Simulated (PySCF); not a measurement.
**RuH₂, quintet: data card**

Level of theory: UPBE0/[Ru def2-TZVP with ECP28, H def2-TZVP], scalar-relativistic core potentials, density fitting, no spin–orbit coupling, PySCF.

The structure is a minimum.

```
Point group                                                                   : C2v
Bond lengths                                                                  : Ru–H 1.687 Å (×2)
Bond angles                                                                   : H–Ru–H 140.7°
Principal quadrupole moments (Buckingham, traceless) about the centre of mass : -6.03, 2.39, 3.64 D Å
Rotational symmetry number                                                    : 2
Dipole moment                                                                 : 1.40 D
Entropy at 298.15 K and 1 bar (electronic part: spin only)                    : 236.3 J/(mol K)
Highest occupied level (α)                                                    : -6.50 eV
Atomisation energy without zero-point energy                                  : 449 kJ/mol
Principal polarisabilities                                                    : 32.6, 36.1, 53.8 bohr³
Rotational constants                                                          : 26.47, 3.316, 2.947 cm⁻¹
Lowest empty level (β)                                                        : -3.28 eV
Heat capacity Cp at 298.15 K                                                  : 37.0 J/(mol K)
Enthalpy at 298.15 K above 0 K                                                : 10.22 kJ/mol
Spin squared ⟨S²⟩                                                             : 6.008
Zero-point energy                                                             : 24.6 kJ/mol
```

Harmonic modes (masses in u: Ru 101.904, H 1.008):
| symmetry | ω (cm⁻¹) | IR (km/mol) | μ (u) |
| --- | --- | --- | --- |
| a1 | 707 | 59.2 | 1.02 |
| b2 | 1574 | 84.0 | 1.03 |
| a1 | 1833 | 65.5 | 1.01 |

In C2v the vibrations span 2a1 + b2. Here b1 is antisymmetric to the molecular plane and b2 lies in it.

Charges (e):
```json
{"atom": "Ru1", "Mulliken": "0.26", "Löwdin": "0.21", "polar tensor": "0.47", "spin (Mulliken)": "3.81", "Mayer order to Ru1": "–"}
{"atom": "H2,3", "Mulliken": "-0.13", "Löwdin": "-0.10", "polar tensor": "-0.23", "spin (Mulliken)": "0.10", "Mayer order to Ru1": "0.97"}
```

Mulliken populations on Ru1 (electrons outside its core potential): s 2.76, p 6.39, d 6.58, f 0.00.

Formally Ru is in oxidation state +2, d6, with 4 unpaired electrons (the high-spin count). The Mulliken spin on Ru is 3.81. The polar-tensor charge on Ru, 0.47, is far below the formal one.

Other isomers or separated fragments may lie lower. With open d or f shells other occupations or spin states may lie lower. At this level a triplet minimum of C2v symmetry lies 70 kJ/mol below this structure.

The final relaxation and frequency run took roughly 24 core-seconds on a shared host.
